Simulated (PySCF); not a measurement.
Ta(O)(OH)(NH2)2 (H5N2O2Ta), SMILES [NH2][Ta]([NH2])(=[O])[OH], multiplicity 1.

The structure is a stationary point at PBE0-D3(BJ)/def2-SVP. The spin state was assumed, not searched. The structure was generated by enumeration; whether it is a known compound was not checked. The def2 effective core potentials stand for the cores of Ta; spin–orbit coupling is left out. The values are those of a single conformer.

Two levels are set side by side: PBE/def2-TZVP (PySCF) and PBE0/def2-TZVP (PySCF). Same geometry, gas phase. Differences are taken from unrounded values.

| quantity | PBE0 |
|---|---|
| orbital gap (eV) | 7.24 |
| highest occupied level (eV) | -7.30 |
| lowest empty level (eV) | -0.06 |
| dipole moment (D) | 2.87 |
| mean polarisability (bohr³) | 59.5 |

What does PBE give, and how far is it from PBE0? (An estimate is asked for; the answer gives what the named calculation found.)


```
quantity                       PBE  PBE minus PBE0
---------------------------  -----  --------------
orbital gap (eV)              4.98           -2.26
highest occupied level (eV)  -5.88            1.42
lowest empty level (eV)      -0.90           -0.84
dipole moment (D)             2.70           -0.16
mean polarisability (bohr³)   62.5             3.0
```

PBE's occupied levels lie high since its potential decays too fast outside the molecule; exact exchange lowers them and widens the gap. PBE's more diffuse valence density responds more strongly to a field. Differences between two approximate levels are no errors against the true value.

Rough cost on one machine, each run with all the roots and properties that it gave: PBE0 against PBE within a factor of 2.
